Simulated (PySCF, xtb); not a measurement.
AlClH3NO, SMILES [NH2][Al]([OH])[Cl]. One conformer was computed; it need not be the lowest.

Harmonic wavenumbers (cm⁻¹) from GFN2-xTB (xtb) at its own minimum, in rising order: 146, 168, 251, 264, 286, 317, 409, 485, 554, 784, 922, 1467, 3460, 3486, 3793.

### Question
What does PBE0-D3(BJ)/def2-SVP run with PySCF 2.14.0 give at its own minimum? (Estimate from the structure and the level; the computed values follow.)

### Answer
177, 213, 226, 255, 345, 392, 484, 503, 661, 827, 948, 1525, 3626, 3720, 4010. Paired by order, the mean absolute difference is 79 cm⁻¹ and the zero-point energies are 24.0 and 25.6 kcal/mol.
